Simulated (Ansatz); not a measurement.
`N#CCB(N)O`. The species carries charge 0 and has multiplicity 1. Geometry: relaxed with PBE0-D4/def2-TZVP. It is one conformer, not always the lowest.

```xyz
11

N     1.413   -1.638   -1.815
C     1.200   -0.691   -1.196
C     0.865    0.459   -0.389
B    -0.475    0.259    0.466
N    -1.198   -0.929    0.393
O    -0.926    1.262    1.284
H     1.703    0.676    0.284
H     0.758    1.331   -1.044
H    -2.041   -1.078    0.919
H    -0.918   -1.700   -0.188
H    -0.381    2.049    1.286
```

(1) What is the dipole moment at PBE/def2-TZVPP? (Best estimate.)

(2) And with r2SCAN, B3LYP, ωB97M-V? (An estimate is asked.)

(3) Give the Mulliken charges with PBE, B3LYP, r2SCAN in def2-TZVPP. (Best estimate.)

## Answers

(1) The calculation gave: 3.52 D, with components (-0.82, 2.80, 1.97) D in this frame, pointing from negative to positive charge.

(2) Computed: r2SCAN 3.61 D, B3LYP 3.52 D, ωB97M-V 3.51 D.

(3) The calculation gave: 
```tsv
atom	PBE	B3LYP	r2SCAN
N1	0.06	0.00	-0.07
C2	-0.35	-0.26	-0.23
C3	-0.12	-0.14	-0.06
B4	0.18	0.24	0.29
N5	-0.28	-0.28	-0.33
O6	-0.27	-0.30	-0.33
H7	0.11	0.11	0.09
H8	0.11	0.11	0.09
H9	0.18	0.16	0.18
H10	0.17	0.16	0.18
H11	0.19	0.19	0.20
```

B3LYP here is the variant with VWN-RPA as its local correlation; programs differ in this.
